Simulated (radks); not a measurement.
Values are calculated unless marked as measured or tabulated.
Task: The table gives one normalised radial function P(r) = r R(r) of Os3+ in [Xe] 4f14 5d4 6s1 (r in bohr). Level of theory: scalar-relativistic Kohn-Sham, PBE, spin-polarised, spherical densities, point nucleus; open shells are filled with parallel spins first (spin-orbit coupling, left out, can overturn this in heavy ions) (a radial shooting solver on a logarithmic mesh with Libxc functionals).

r         P
0.00161    0.0044
0.001874   0.0057
0.002165   0.0073
0.00252    0.0093
0.00291    0.0118
0.003388   0.0152
0.003913   0.0192
0.004555   0.0245
0.005303   0.0312
0.006124   0.0391
0.00713    0.0495
0.008234   0.0615
0.009585   0.0768
0.01107    0.0942
0.01289    0.1156
0.01488    0.1388
0.01733    0.1661
0.02001    0.1936
0.0233     0.2227
0.0269     0.2482
0.03132    0.2690
0.03646    0.2789
0.04211    0.2728
0.04902    0.2444
0.05661    0.1920
0.06591    0.1077
0.07612    0.0028
0.08861   -0.1248
0.1023    -0.2455
0.1191    -0.3476
0.1376    -0.3936
0.1602    -0.3629
0.1865    -0.2384
0.2153    -0.0437
0.2507     0.2046
0.2895     0.4232
0.3371     0.5661
0.3893     0.5654
0.4532     0.3993
0.5233     0.1079
0.6093    -0.2773
0.7036    -0.6368
0.8191    -0.9308
0.946     -1.0784
1.101     -1.0810
1.282     -0.9513
1.481     -0.7550
1.724     -0.5287
1.991     -0.3385
2.318     -0.1867
2.676     -0.0929
3.116     -0.0379
3.598     -0.0136
4.189     -0.0038
4.838     -0.0009
5.632     -0.0002
6.505     0.0000
7.572     0.0000

Which n and l does it have? It may be an empty orbital.

Result: n = 5, l = 1: the number of nodes gives n - l - 1 = 3, the rise at small r (about r^(l+1), flatter next to the nucleus through relativity) gives l, and the extent must fit the shell. The curve is that of 5p down; the table hardly tells the two spins apart. 5p down: eigenvalue -82.810 eV, 3 radial nodes at r = 0.0764, 0.221, 0.547 bohr, <r> = 1.15 bohr, 90 % of the charge inside 1.66 bohr.
